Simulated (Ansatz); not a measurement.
`[SiH3][SiH2][SnH3]` and `[SiH3][SnH3]` differ in one atom or group.

Ansatz, PBE0-D4/def2-TZVP geometries, multiplicity 1. 

Elements past krypton have def2 core potentials.

```tsv
property	`[SiH3][SiH2][SnH3]`
HOMO energy (B3LYP/def2-TZVPP) / eV	-7.58
size of the dipole moment (ωB97M-V/def2-TZVPP) / D	0.33
LUMO energy (B3LYP/def2-TZVPP) / eV	-0.65
HOMO energy (ωB97M-V/def2-TZVPP) / eV	-9.72
ideal-gas entropy at 298 K and 1 bar (rigid rotor, harmonic PBE0-D4/def2-TZVP) / J/(mol·K)	382
LUMO energy (PBE/def2-TZVPP) / eV	-1.25
```

Task: What does the change do to each property? (An estimate is asked.)

Result: Ansatz gave: 
```
                                                                                  property  `[SiH3][SnH3]`  shift
                                                       HOMO energy (B3LYP/def2-TZVPP) / eV           -7.81  -0.23
                                        size of the dipole moment (ωB97M-V/def2-TZVPP) / D            0.27  -0.06
                                                       LUMO energy (B3LYP/def2-TZVPP) / eV           -0.35   0.30
                                                     HOMO energy (ωB97M-V/def2-TZVPP) / eV          -10.00  -0.28
ideal-gas entropy at 298 K and 1 bar (rigid rotor, harmonic PBE0-D4/def2-TZVP) / J/(mol·K)             307    -75
                                                         LUMO energy (PBE/def2-TZVPP) / eV           -0.89   0.36
```

With PBE0 the HOMO falls by 0.22 eV and the LUMO rises by 0.38 eV, so the gap widens by about 0.60 eV. PBE moves the HOMO by -0.19 eV and ωB97M-V by -0.28 eV. The zero-point energy changes by -45.5 kJ/mol with -9 modes. Dipoles are sizes alone; their direction can turn. Modes under 60 cm⁻¹, often nearly free rotors, make the harmonic entropy too high.

B3LYP here is the variant with VWN-RPA as its local correlation; programs differ in this.
